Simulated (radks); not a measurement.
Trend from K2+ to Kr2+: ionisation energy by Delta-SCF between NIST ground configurations, and size. Calculated with a radial shooting solver on a logarithmic mesh with Libxc functionals: scalar-relativistic Kohn-Sham, PBEsol, spin-unpolarised, spherical densities, point nucleus.

| species | configuration | configuration of the ion | IE (eV) | NIST (eV) | kind | outermost | <r> outermost (bohr) |
|---|---|---|---|---|---|---|---|
| K2+ | [Ne] 3s2 3p5 | [Ne] 3s2 3p4 | 46.825 | 45.803 | semi-emp. | 3p | 1.35 |
| Ca2+ | [Ar] | [Ne] 3s2 3p5 | 51.180 | 50.913 | exp. | 3p | 1.26 |
| Sc2+ | [Ar] 3d1 | [Ar] | 24.817 | 24.757 | exp. | 3d | 1.56 |
| Ti2+ | [Ar] 3d2 | [Ar] 3d1 | 26.896 | 27.492 | exp. | 3d | 1.43 |
| V2+ | [Ar] 3d3 | [Ar] 3d2 | 28.850 | 29.311 | exp. | 3d | 1.32 |
| Cr2+ | [Ar] 3d4 | [Ar] 3d3 | 30.705 | 30.96 | exp. | 3d | 1.22 |
| Mn2+ | [Ar] 3d5 | [Ar] 3d4 | 32.480 | 33.67 | exp. | 3d | 1.15 |
| Fe2+ | [Ar] 3d6 | [Ar] 3d5 | 34.187 | 30.65 | exp. | 3d | 1.08 |
| Co2+ | [Ar] 3d7 | [Ar] 3d6 | 35.837 | 33.5 | semi-emp. | 3d | 1.02 |
| Ni2+ | [Ar] 3d8 | [Ar] 3d7 | 37.437 | 35.19 | exp. | 3d | 0.968 |
| Cu2+ | [Ar] 3d9 | [Ar] 3d8 | 38.993 | 36.84 | exp. | 3d | 0.921 |
| Zn2+ | [Ar] 3d10 | [Ar] 3d9 | 40.509 | 39.723 | exp. | 3d | 0.879 |
| Ga2+ | [Ar] 3d10 4s1 | [Ar] 3d10 | 31.122 | 30.726 | exp. | 4s | 2.07 |
| Ge2+ | [Ar] 3d10 4s2 | [Ar] 3d10 4s1 | 34.789 | 34.058 | exp. | 4s | 1.94 |
| As2+ | [Ar] 3d10 4s2 4p1 | [Ar] 3d10 4s2 | 27.724 | 28.35 | exp. | 4p | 2.14 |
| Se2+ | [Ar] 3d10 4s2 4p2 | [Ar] 3d10 4s2 4p1 | 30.902 | 31.70 | exp. | 4p | 1.98 |
| Br2+ | [Ar] 3d10 4s2 4p3 | [Ar] 3d10 4s2 4p2 | 34.009 | 34.87 | exp. | 4p | 1.85 |
| Kr2+ | [Ar] 3d10 4s2 4p4 | [Ar] 3d10 4s2 4p3 | 37.090 | 35.84 | exp. | 4p | 1.74 |

Reference values: NIST Atomic Spectra Database (exp. = measured, semi-emp. = semi-empirical, theory = theoretical value adopted there). Spin polarisation and multiplet splitting are left out, so open shells lie too high by an amount that depends on their filling.

Beside tabulated values, note that spin-unpolarised runs miss the spin-polarisation part of the exchange energy of open shells.
